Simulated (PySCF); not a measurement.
OsO₄, SMILES [O]=[Os](=[O])(=[O])=[O], multiplicity 1.

The structure is a stationary point at B3LYP-D3(BJ)/def2-SVP. The spin state was assumed, not searched. The isomer is the one that the SMILES or the coordinates give; other isomers of the formula were not compared. The def2 effective core potentials stand for the cores of Os; spin–orbit coupling is left out.

Two levels are set side by side: TDA-PBE/def2-SVPD (PySCF) and TDA-CAM-B3LYP/def2-SVPD (PySCF). Vertical, same geometry. The lowest singlet is HOMO→LUMO 97 % with PBE and HOMO→LUMO 63 %, HOMO→LUMO+1 34 % with the other functional; states are paired by order. Differences are taken from unrounded values.

| quantity | TDA-PBE |
|---|---|
| lowest singlet excitation (eV) | 4.12 |
| lowest triplet excitation (TDA) (eV) | 3.51 |

### Question
These are the TDA-PBE values. What does TDA-CAM-B3LYP give? (Estimate from the structure and the level; the computed values follow.)

### Answer

```csv
quantity,TDA-CAM-B3LYP,TDA-PBE minus TDA-CAM-B3LYP
lowest singlet excitation (eV),4.07,0.06
lowest triplet excitation (TDA) (eV),3.36,0.15
```

Rough cost on one machine, each run with all the roots and properties that it gave: TDA-CAM-B3LYP against TDA-PBE about 3 times.
